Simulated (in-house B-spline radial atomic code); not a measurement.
The numbers below are computed, except where a source is named.
## Weak and strong correlation along the adiabatic connection

Two-electron singlets in several external potentials (atomic units), by full CI in B-splines with partial waves to l = 8 (correlation energies up to 0.6 % small). The repulsion is scaled by λ at fixed density; W(λ) is the mean repulsion less the Hartree energy, W(0) = E_x, and the area under W from 0 to 1 is E_xc.

One system gave this curve:

| λ | W (hartree) |
| --- | --- |
| 0 | -1.2667 |
| 0.02 | -1.2689 |
| 0.05 | -1.2722 |
| 0.12 | -1.2798 |
| 0.25 | -1.2934 |
| 0.4 | -1.3082 |
| 0.6 | -1.3266 |
| 0.8 | -1.3436 |
| 1 | -1.3594 |
| 1.4 | -1.3876 |
| 2 | -1.423 |
| 3 | -1.4685 |
| 4.5 | -1.5162 |
| 7 | -1.5661 |
| 10 | -1.6025 |

Q: Which system is it?
A. empty sphere, radius 1.38 bohr
B. −V exp(−r²/w²), V = 3.12, w = 3.08
C. −Z exp(−kr)/r, Z = 7.93, k = 2.06
D. −Z/r, Z = 3.16, wall at 1.87 bohr

A: A. The exchange energy sets the size: empty sphere, radius 1.38 bohr: E_x = -1.27, E_c = -0.0494; −Z exp(−kr)/r, Z = 7.93, k = 2.06: E_x = -4.48, E_c = -0.0457; −Z/r, Z = 3.16, wall at 1.87 bohr: E_x = -1.8, E_c = -0.0432; −V exp(−r²/w²), V = 3.12, w = 3.08: E_x = -0.6, E_c = -0.0388 hartree.
